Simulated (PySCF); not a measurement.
A GIAO shielding run with PySCF 2.14 (density fitting, non-relativistic, gas phase) on SMILES C=CCO[C@@H]1C=C(F)[SiH2]O1, C6H9FO2Si:

```
$ OMP_NUM_THREADS=1 python probes_run.py task.json out

{"job": {"kind": "nmr", "xc": "PBE0", "basis": "pcSseg-1"}, "charge": 0, "multiplicity": 1}
C      1.854109     1.554705    -0.314815
C      2.338051     0.330555    -0.240889
C      1.704729    -0.868279    -0.889288
O      0.336085    -0.695838    -1.218663
C     -0.560028    -1.045998    -0.219311
C     -1.949243    -0.820677    -0.744076
C     -2.624935     0.101641    -0.073262
F     -3.878902     0.462931    -0.395489
Si    -1.557169     0.759381     1.345952
O     -0.371579    -0.298242     0.956619
H      2.339383     2.389771     0.159880
H      0.942246     1.756892    -0.850999
H      3.257285     0.117714     0.287931
H      1.823916    -1.747699    -0.241046
H      2.208375    -1.072185    -1.842987
H     -0.406602    -2.106129     0.067828
H     -2.269723    -1.364920    -1.614838
H     -2.049740     0.410136     2.670797
H     -1.146063     2.145492     1.164359
```

Hardware: 1 thread of an Arm Neoverse N1, shared host. The job also computes population analyses, field gradients, ring-centre shieldings.

Question: How large is the calculation?

Answer: 84 electrons, 222 basis functions and 1172 auxiliary functions.

Question: How long does it take, and how much memory does it need?

Answer: 82 s of wall time, with 14 SCF cycles and 5 response iterations; peak memory 1.1 GiB. Times on a shared host scatter by some tens of per cent.
